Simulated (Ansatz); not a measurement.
What each rung costs, and what it gives

Saddle point of GaH3Cl2O, closed shell (GaHCl₂O ([OH][Ga]([Cl])[Cl]) + H₂ → GaHCl₂ ([Cl][GaH][Cl]) + H₂O (still joined by a long Ga–O bond); bonds formed: Ga1–H6, O2–H5; bonds broken: H5–H6; bonds weakened to dative contacts: Ga1–O2), PBE0-D4/def2-TZVP structure:

```
7
angstrom
Ga -0.6063 0.3004 0.0631
O 1.2911 0.1659 -0.1468
Cl -1.6834 -0.1794 -1.7112
Cl -1.2902 1.7729 1.4260
H 0.7505 -0.8494 0.4911
H -0.0783 -1.2048 0.9151
H 1.6165 -0.0057 -1.0373
```

Barriers are electronic and count from the start structure reached by relaxing down the imaginary mode.

Computed with Ansatz 0.2.0 (basis: as named in each row); correlated methods freeze the cores. Filled d shells of the heavier atoms are correlated. The def2 sets are not built for correlating such inner shells, so the correlated values are less sure here. B3LYP uses VWN-RPA correlation. Extrapolation: Hartree–Fock as exp(−7.88 √X), correlation as X^−2.97.

Times are rough, for one single point on 4 threads of a shared host (Arm Neoverse V2).

The estimate by CCSD(T) at an estimated basis limit (MP2 extrapolated from triple and quadruple zeta, plus CCSD(T) − MP2 in triple zeta) is 1.077 eV.

```csv
method,basis,time (s),barrier (eV),method less estimate
HF,STO-3G,under 1,1.946,0.869
SPW92,def2-SVP,under 1,0.362,-0.716
PBE-D4,STO-3G,under 1,1.650,0.572
PBE-D4,def2-SVP,under 1,0.682,-0.395
B3LYP-D4,6-31G,1,1.085,0.008
PBE0-D4,def2-SVP,1,0.767,-0.310
SPW92,def2-TZVPP,1,0.500,-0.578
PBE-D4,def2-TZVPP,2,0.827,-0.251
BLYP-D4,def2-TZVPP,2,0.993,-0.084
B3LYP-D4,def2-TZVPP,2,1.025,-0.053
BHLYP-D4,def2-TZVPP,3,1.114,0.037
PBE0-D4,def2-TZVPP,3,0.898,-0.180
CAM-B3LYP-D4,def2-TZVPP,3,1.006,-0.072
CCSD(T),def2-SVP,4,1.019,-0.058
RPA on PBE,def2-TZVPP,4,1.074,-0.003
r2SCAN-D4,def2-TZVPP,4,0.888,-0.190
B2PLYP,def2-TZVPP,4,1.059,-0.018
PBE-QIDH,def2-TZVPP,4,0.985,-0.092
wB97M-V,def2-SVP,5,0.835,-0.243
r2SCAN0-D4,def2-TZVPP,5,0.942,-0.135
wB97X-V,def2-TZVPP,7,1.036,-0.041
B97M-V,def2-TZVPP,8,0.940,-0.137
wB97M-V,def2-TZVPP,8,1.025,-0.053
MP2,def2-QZVPP,16,1.079,0.002
CCSD(T),def2-TZVPP,86,1.067,-0.011
```

All methods are single points on the PBE0-D4 structures.

The T1 diagnostic stays at or below 0.012.

Labels in which every atom is bracketed show which atoms are joined, not bond orders.
